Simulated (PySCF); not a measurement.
# Mass spectrum arithmetic for `O=C(O)[C@@H]1CCC[AsH]1`

Species: `O=C(O)[C@@H]1CCC[AsH]1`.

Calculated from tabulated atomic weights, isotope masses and abundances; no fragmentation.

Find the molar and monoisotopic masses of C5H9AsO2.

For C5H9AsO2, with standard atomic weights, 2 × 15.999 + 5 × 12.011 + 1 × 74.922 + 9 × 1.008 = 176.047 g/mol. From the most abundant isotopes (16O, 12C, 75As, 1H), 2 × 15.994915 + 5 × 12.000000 + 1 × 74.921597 + 9 × 1.007825 = 175.9819 u.

Work out the cluster of the molecular ion M+•, one line a nominal mass.

```tsv
nominal mass	m/z (centroid)	relative intensity
176	175.9813	100.0
177	176.9847	5.6
178	177.9862	0.5
```

Cut off at 0.1 %. One electron mass, 0.00055 u, is taken off. Abundances used (%; other tables differ somewhat): 16O 99.757, 17O 0.038, 18O 0.205; 12C 98.93, 13C 1.07; 1H 99.9885, 2H 0.0115.

Elemental analysis, calculated?

O 18.18 %, C 34.11 %, As 42.56 %, H 5.15 %.

What share of all molecules is the monoisotopic species?

0.99757^2 × 0.9893^5 × 1 × 0.999885^9 = 94.21 %.

Resolve the fine structure: one atom at a time replaced by a minor isotope.

Intensity in % of the monoisotopic species:

| isotope | mass shift (u) | m/z | intensity (%) |
| --- | --- | --- | --- |
| 13C | +1.00335 | 176.9847 | 5.41 |
| 17O | +1.00422 | 176.9855 | 0.08 |
| 2H | +1.00628 | 176.9876 | 0.10 |
| 18O | +2.00425 | 177.9855 | 0.41 |

Species under 0.02 % are left out.

What resolving power m/Δm just matches the spacing of the species with one 13C and with one 2H?

They lie 0.00292 u apart at mass 176.99, so m/Δm is about 61000.

Protons, neutrons, electrons, and exact less nominal mass of the monoisotopic species?

88 protons, 88 neutrons and 88 electrons; 175.9819 − 176 = -0.0181 u.
